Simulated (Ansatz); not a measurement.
Reaction (redistribution): `[SiH3][SiH2][GeH3]` + `F[SiH](F)S` → `F[SiH](F)[GeH3]` + `[SiH3][SiH2]S`

Program: Ansatz. Geometries: PBE0-D4/def2-TZVP. ΔE: electronic, gas phase. CCSD(T)/CBS is the MP2 limit (def2-TZVPP, def2-QZVPP) plus CCSD(T) − MP2 in def2-TZVPP, frozen cores. DFT in def2-TZVPP. HSE06 is defined as in plane-wave codes. For Ge outer-core shells are correlated without core-valence functions, which leaves a few kJ/mol of doubt a bond. Scalar relativity is left out up to krypton. One conformer a species, not always the lowest.

| species | HSE06 energy (Eh) |
| --- | --- |
| `[SiH3][SiH2][GeH3]` | -2660.27667 |
| `F[SiH](F)S` | -888.37978 |
| `F[SiH](F)[GeH3]` | -2568.22237 |
| `[SiH3][SiH2]S` | -980.42321 |

Task: Work out ΔE.

Result: ΔE = (-2568.22237) + (-980.42321) − (-2660.27667) − (-888.37978) = 0.01087 Eh = +28.5 kJ/mol. CCSD(T)/CBS gives +28.8 kJ/mol.

Largest T1 diagnostic among the species: 0.013.

In def2-TZVPP, CCSD(T) changes the Hartree–Fock value by +5.6 kJ/mol (the triples alone add +1.0 kJ/mol) and MP2 by +6.4 kJ/mol. At CCSD(T), def2-SVP lies +4.6 kJ/mol from the extrapolated value and def2-TZVPP +2.1 kJ/mol.
